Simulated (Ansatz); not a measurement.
The same redistribution along the group Mg, Zn, Cd.

Isolated molecules relaxed with PBE0-D4/def2-TZVP in Ansatz; ΔE leaves out vibrations. CCSD(T)/CBS is the MP2 limit (def2-TZVPP, def2-QZVPP) plus CCSD(T) − MP2 in def2-TZVPP, frozen cores. DFT in def2-TZVPP. B3LYP here is the variant with VWN-RPA as its local correlation; programs differ in this. Elements past krypton have def2 core potentials. For Cd, In, Mg, Zn outer-core shells are correlated without core-valence functions, which leaves a few kJ/mol of doubt a bond. Scalar relativity is left out up to krypton. One conformer a species, not always the lowest.

```csv
reaction,B3LYP-D4 (kJ/mol),CCSD(T)/CBS(def2) (kJ/mol)
`[F][Mg][O][SiH3]` + `C[CH2][In]([OH])[Cl]` → `C[CH2][Mg][F]` + `[OH][In]([Cl])[O][SiH3]`,131,133
`[F][Zn][O][SiH3]` + `C[CH2][In]([OH])[Cl]` → `C[CH2][Zn][F]` + `[OH][In]([Cl])[O][SiH3]`,13,19
`[F][Cd][O][SiH3]` + `C[CH2][In]([OH])[Cl]` → `C[CH2][Cd][F]` + `[OH][In]([Cl])[O][SiH3]`,-17,-17
```

Largest T1 diagnostic: 0.017, for `[F][Zn][O][SiH3]`.
